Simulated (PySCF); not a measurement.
C4H10O2, SMILES O(C)CC(O)C.

Coordinates come from a PBE0-D3(BJ)/def2-SVP optimisation. One conformer was computed; it need not be the lowest.

Two levels are set side by side: PBE/def2-TZVP (PySCF) and r2SCAN/def2-TZVP (PySCF). Same geometry, gas phase. Differences are taken from unrounded values.

```json
[
 {"quantity": "orbital gap (eV)", "r2SCAN": "7.38"},
 {"quantity": "highest occupied level (eV)", "r2SCAN": "-6.35"},
 {"quantity": "lowest empty level (eV)", "r2SCAN": "1.03"},
 {"quantity": "dipole moment (D)", "r2SCAN": "2.21"},
 {"quantity": "mean polarisability (bohr³)", "r2SCAN": "60.7"}
]
```

### Question
What does PBE give, and how far is it from r2SCAN? (Estimate from the structure and the level; the computed values follow.)

### Answer

| quantity | PBE | PBE minus r2SCAN |
|---|---|---|
| orbital gap (eV) | 6.37 | -1.01 |
| highest occupied level (eV) | -6.01 | 0.34 |
| lowest empty level (eV) | 0.36 | -0.67 |
| dipole moment (D) | 2.15 | -0.06 |
| mean polarisability (bohr³) | 62.5 | 1.7 |

Rough cost on one machine, each run with all the roots and properties that it gave: r2SCAN against PBE about 3 times.
